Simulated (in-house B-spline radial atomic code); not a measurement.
# V8+: [Ne] 3s2 3p3

Level of theory: non-relativistic LC-wPBE, spin-polarised, spherical fractional occupations, point nucleus; calculated with an all-electron radial atomic-structure program (B-spline basis).

Screening seen three ways: the hydrogenic charge with the same mean radius, Z_r = [3n² - l(l+1)]/(2<r>), the one with the same energy, Z_e = n√(-2ε), and Slater's rules. Values are occupation-weighted means over spin.

```
shell  electrons   ε (eV)  <r> (bohr)    Z_r    Z_e  Slater
   1s          2  -5509.4     0.06703  22.38  20.12   22.70
   2s          2  -773.76      0.3095  19.38  15.08   18.85
   2p          6  -681.23      0.2735  18.28  14.15   18.85
   3s          2  -220.91      0.8607  15.68  12.09   12.80
   3p          3  -197.45      0.8693  14.38  11.43   12.80
```

The least bound orbital is 3p up at -197.5 eV, and it is also the most diffuse (<r> = 0.8693 bohr).
